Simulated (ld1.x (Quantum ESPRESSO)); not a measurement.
u(r) = r·R(r): atom against pseudo-atom (manganese (Mn))

Columns: radius, all-electron u(r) and pseudo u(r) of the 4p shell (level -0.93 eV) of manganese in the configuration [Ar] 3d6 4s1 4p0; PBE, scalar-relativistic, PAW scheme, ld1.x (Quantum ESPRESSO) 7.5.

```json
{"r (bohr)": "0.155", "all-electron": "0.0847", "pseudo": "0.0029"}
{"r (bohr)": "0.310", "all-electron": "-0.0031", "pseudo": "0.0113"}
{"r (bohr)": "0.465", "all-electron": "-0.1041", "pseudo": "0.0251"}
{"r (bohr)": "0.620", "all-electron": "-0.1459", "pseudo": "0.0436"}
{"r (bohr)": "0.775", "all-electron": "-0.1351", "pseudo": "0.0662"}
{"r (bohr)": "0.930", "all-electron": "-0.0931", "pseudo": "0.0920"}
{"r (bohr)": "1.085", "all-electron": "-0.0369", "pseudo": "0.1203"}
{"r (bohr)": "1.240", "all-electron": "0.0234", "pseudo": "0.1501"}
{"r (bohr)": "1.395", "all-electron": "0.0823", "pseudo": "0.1806"}
{"r (bohr)": "1.550", "all-electron": "0.1371", "pseudo": "0.2111"}
{"r (bohr)": "1.705", "all-electron": "0.1869", "pseudo": "0.2408"}
{"r (bohr)": "1.860", "all-electron": "0.2313", "pseudo": "0.2692"}
{"r (bohr)": "2.015", "all-electron": "0.2704", "pseudo": "0.2960"}
{"r (bohr)": "2.170", "all-electron": "0.3045", "pseudo": "0.3209"}
{"r (bohr)": "2.325", "all-electron": "0.3341", "pseudo": "0.3438"}
{"r (bohr)": "2.480", "all-electron": "0.3593", "pseudo": "0.3644"}
{"r (bohr)": "2.635", "all-electron": "0.3807", "pseudo": "0.3829"}
{"r (bohr)": "2.790", "all-electron": "0.3984", "pseudo": "0.3991"}
{"r (bohr)": "2.945", "all-electron": "0.4128", "pseudo": "0.4129"}
{"r (bohr)": "3.100", "all-electron": "0.4243", "pseudo": "0.4243"}
{"r (bohr)": "3.255", "all-electron": "0.4330", "pseudo": "0.4330"}
{"r (bohr)": "3.410", "all-electron": "0.4393", "pseudo": "0.4393"}
{"r (bohr)": "3.565", "all-electron": "0.4434", "pseudo": "0.4434"}
{"r (bohr)": "3.720", "all-electron": "0.4456", "pseudo": "0.4456"}
{"r (bohr)": "3.875", "all-electron": "0.4461", "pseudo": "0.4461"}
{"r (bohr)": "4.030", "all-electron": "0.4450", "pseudo": "0.4450"}
```

Problem. How many radial nodes do the two functions have?

Solution. The all-electron 4p function has n − l − 1 = 2; the pseudo-wave has 0, since the states of the same l below it are removed with the core.

Problem. At about which radius was the pseudo-wave matched?

Solution. 3.10 bohr. The columns agree to 0.0005 from 2.94 bohr on; several derivatives are matched, so the curves merge somewhat inside the radius.

Problem. Where does each function peak?

Solution. Outermost all-electron maximum near 3.88 bohr, pseudo maximum near 3.88 bohr (to the table’s step).

Problem. Is the pseudo-wave norm-conserving?

Solution. No, it belongs to a PAW set: the norm inside the radius is not constrained, and the difference is carried by the augmentation charge.
